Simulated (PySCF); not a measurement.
PySCF input file for H5NSi, SMILES N[SiH3], ADC(2)/aug-cc-pVDZ. Coordinates come from a ωB97X-D3(BJ)/def2-TZVP optimisation.

```python
import numpy as np
from pyscf import gto, scf, dft, adc

mol = gto.M(
    atom='''
    Si   -0.57560992   -0.00268792    0.00000000
    N     1.14634067    0.05809929    0.00000000
    H    -1.05860962    0.69006684    1.21956650
    H    -1.05860962    0.69006685   -1.21956648
    H    -1.17000585   -1.36999042   -0.00000001
    H     1.66068964   -0.18960370    0.83018768
    H     1.66068964   -0.18960368   -0.83018768
    ''',
    basis='aug-cc-pVDZ',
    charge=0,
    spin=0,
    max_memory=1600,
    verbose=4,
)
mf = scf.RHF(mol)
mf.conv_tol = 1e-10
mf.max_cycle = 100
mf.kernel()
res = {}
for kind, nroots in (('ee', 6), ('ip', 6), ('ea', 2)):
    a = adc.ADC(mf).density_fit('aug-cc-pvdz-ri')
    a.method, a.method_type = 'adc(2)', kind
    e, v, p, x = a.kernel(nroots=nroots)
    res[kind] = (e * 27.211386245988, p)
for kind, (e, p) in res.items():
    print(kind, 'energies / eV', np.round(e, 3), 'strengths', np.round(p, 4))
```

Output:

```
PySCF version 2.14.0

[INPUT] verbose = 4
[INPUT] num. atoms = 7
[INPUT] num. electrons = 26
[INPUT] charge = 0
[INPUT] spin (= nelec alpha-beta = 2S) = 0
[INPUT] symmetry False subgroup None
[INPUT] Mole.unit = angstrom
[INPUT] Symbol           X                Y                Z      unit          X                Y                Z       unit  Magmom
[INPUT]  1 Si    -0.575609920000  -0.002687920000   0.000000000000 AA   -1.087745103383  -0.005079432645   0.000000000000 Bohr   0.0
[INPUT]  2 N      1.146340670000   0.058099290000   0.000000000000 AA    2.166269911750   0.109791746132   0.000000000000 Bohr   0.0
[INPUT]  3 H     -1.058609620000   0.690066840000   1.219566500000 AA   -2.000482254630   1.304037335244   2.304646675694 Bohr   0.0
[INPUT]  4 H     -1.058609620000   0.690066850000  -1.219566480000 AA   -2.000482254630   1.304037354141  -2.304646637900 Bohr   0.0
[INPUT]  5 H     -1.170005850000  -1.369990420000  -0.000000010000 AA   -2.210990620639  -2.588906687078  -0.000000018897 Bohr   0.0
[INPUT]  6 H      1.660689640000  -0.189603700000   0.830187680000 AA    3.138248597503  -0.358299065204   1.568827347188 Bohr   0.0
[INPUT]  7 H      1.660689640000  -0.189603680000  -0.830187680000 AA    3.138248597503  -0.358299027410  -1.568827347188 Bohr   0.0

nuclear repulsion = 64.7922104538513
number of shells = 41
number of NR pGTOs = 140
number of NR cGTOs = 95
basis = aug-cc-pVDZ
ecp = {}


[settings echo left out]
init E= -346.150968013579
  HOMO = -0.285736460369262  LUMO = 0.0215224154601512  gap/eV = 8.36094
cycle= 1 E= -346.2886215678  delta_E= -0.138  |g|= 0.265  |ddm|= 2.23
  HOMO = -0.386874592351572  LUMO = 0.0326945048054403  gap/eV = 11.41706
cycle= 2 E= -346.31137267223  delta_E= -0.0228  |g|= 0.0873  |ddm|= 0.422
  HOMO = -0.406993700129291  LUMO = 0.0332639255529168  gap/eV = 11.98002
cycle= 3 E= -346.31357927469  delta_E= -0.00221  |g|= 0.0377  |ddm|= 0.148
  HOMO = -0.396728709491059  LUMO = 0.033967448700408  gap/eV = 11.71984
cycle= 4 E= -346.313997417682  delta_E= -0.000418  |g|= 0.00494  |ddm|= 0.0701
  HOMO = -0.397794818015684  LUMO = 0.0339007150720634  gap/eV = 11.74703
cycle= 5 E= -346.314009970067  delta_E= -1.26e-05  |g|= 0.00106  |ddm|= 0.0149
  HOMO = -0.39775602181334  LUMO = 0.0339054007583792  gap/eV = 11.74611
cycle= 6 E= -346.314010835375  delta_E= -8.65e-07  |g|= 0.000252  |ddm|= 0.00327
  HOMO = -0.397746719330022  LUMO = 0.033906561273124  gap/eV = 11.74588
cycle= 7 E= -346.314010892489  delta_E= -5.71e-08  |g|= 6.33e-05  |ddm|= 0.000787
  HOMO = -0.397736413896523  LUMO = 0.0339068220755632  gap/eV = 11.74561
cycle= 8 E= -346.314010896032  delta_E= -3.54e-09  |g|= 1.47e-05  |ddm|= 0.000222
  HOMO = -0.397736015595691  LUMO = 0.0339068044135988  gap/eV = 11.74560
cycle= 9 E= -346.314010896245  delta_E= -2.12e-10  |g|= 3.04e-06  |ddm|= 5.23e-05
  HOMO = -0.397735578766226  LUMO = 0.0339067715389021  gap/eV = 11.74559
cycle= 10 E= -346.314010896255  delta_E= -1.02e-11  |g|= 8.03e-07  |ddm|= 9.86e-06
  HOMO = -0.397735610260779  LUMO = 0.0339067786823364  gap/eV = 11.74559
Extra cycle  E= -346.31401089626  delta_E= -5.68e-12  |g|= 3.5e-07  |ddm|= 2.01e-06
converged SCF energy = -346.31401089626

******** <class 'pyscf.adc.radc.RADC'> ********
******** ADC Orbital Information ********
Number of Frozen Occupied Orbitals: 0
Number of Frozen Virtual Orbitals: 0
Number of Active Occupied Orbitals: 13
Number of Active Virtual Orbitals: 82
*****************************************
******** <class 'pyscf.df.df.DF'> ********
auxbasis = aug-cc-pvdz-ri
Reference correlation energy (doubles): -0.31251408
MP2 correlation energy of reference state (a.u.) = -0.31251408

******** <class 'pyscf.adc.radc_ee.RADCEE'> ********
max_space = 12
max_cycle = 50
conv_tol = 1e-08

*************************************************************
        ADC calculation summary (singlet states only)
*************************************************************
adc(2) root 0  |  Energy (Eh) =   0.2115688330  |  Energy (eV) =   5.75708119  |  Osc. strength = 0.03154702  |  conv = True
adc(2) root 1  |  Energy (Eh) =   0.2571945184  |  Energy (eV) =   6.99861932  |  Osc. strength = 0.00060055  |  conv = True
adc(2) root 2  |  Energy (Eh) =   0.2631255559  |  Energy (eV) =   7.16001107  |  Osc. strength = 0.03850624  |  conv = True
adc(2) root 3  |  Energy (Eh) =   0.2746708829  |  Energy (eV) =   7.47417542  |  Osc. strength = 0.00541863  |  conv = True
adc(2) root 4  |  Energy (Eh) =   0.2773586766  |  Energy (eV) =   7.54731401  |  Osc. strength = 0.00808120  |  conv = True
adc(2) root 5  |  Energy (Eh) =   0.2803209712  |  Energy (eV) =   7.62792216  |  Osc. strength = 0.00288494  |  conv = True

******** <class 'pyscf.adc.radc.RADC'> ********
******** ADC Orbital Information ********
Number of Frozen Occupied Orbitals: 0
Number of Frozen Virtual Orbitals: 0
Number of Active Occupied Orbitals: 13
Number of Active Virtual Orbitals: 82
*****************************************
******** <class 'pyscf.df.df.DF'> ********
auxbasis = aug-cc-pvdz-ri
Reference correlation energy (doubles): -0.31251408
MP2 correlation energy of reference state (a.u.) = -0.31251408

******** <class 'pyscf.adc.radc_ip.RADCIP'> ********
max_space = 12
max_cycle = 50
conv_tol = 1e-08

*************************************************************
        ADC calculation summary (doublet states only)
*************************************************************
adc(2) root 0  |  Energy (Eh) =   0.3368853466  |  Energy (eV) =   9.16711721  |  Spec. factor = 1.77385216  |  conv = True
adc(2) root 1  |  Energy (Eh) =   0.4504045187  |  Energy (eV) =  12.25613122  |  Spec. factor = 1.86449421  |  conv = True
adc(2) root 2  |  Energy (Eh) =   0.4578091707  |  Energy (eV) =  12.45762207  |  Spec. factor = 1.84706076  |  conv = True
adc(2) root 3  |  Energy (Eh) =   0.4959430054  |  Energy (eV) =  13.49529656  |  Spec. factor = 1.78678484  |  conv = True
adc(2) root 4  |  Energy (Eh) =   0.5940494201  |  Energy (eV) =  16.16490808  |  Spec. factor = 1.77037497  |  conv = True
adc(2) root 5  |  Energy (Eh) =   0.6682104412  |  Energy (eV) =  18.18293226  |  Spec. factor = 1.78951806  |  conv = True

******** <class 'pyscf.adc.radc.RADC'> ********
******** ADC Orbital Information ********
Number of Frozen Occupied Orbitals: 0
Number of Frozen Virtual Orbitals: 0
Number of Active Occupied Orbitals: 13
Number of Active Virtual Orbitals: 82
*****************************************
******** <class 'pyscf.df.df.DF'> ********
auxbasis = aug-cc-pvdz-ri
Reference correlation energy (doubles): -0.31251408
MP2 correlation energy of reference state (a.u.) = -0.31251408

******** <class 'pyscf.adc.radc_ea.RADCEA'> ********
max_space = 12
max_cycle = 50
conv_tol = 1e-08

*************************************************************
        ADC calculation summary (doublet states only)
*************************************************************
adc(2) root 0  |  Energy (Eh) =   0.0245372481  |  Energy (eV) =   0.66769253  |  Spec. factor = 1.97556825  |  conv = True
adc(2) root 1  |  Energy (Eh) =   0.0415600472  |  Energy (eV) =   1.13090649  |  Spec. factor = 1.97893015  |  conv = True
ee energies / eV [5.757 6.999 7.16  7.474 7.547 7.628] strengths [0.0315 0.0006 0.0385 0.0054 0.0081 0.0029]
ip energies / eV [ 9.167 12.256 12.458 13.495 16.165 18.183] strengths [1.7739 1.8645 1.8471 1.7868 1.7704 1.7895]
ea energies / eV [0.668 1.131] strengths [1.9756 1.9789]
```

The run converged.

Cost: about 2.2 core-minutes (a rough figure).
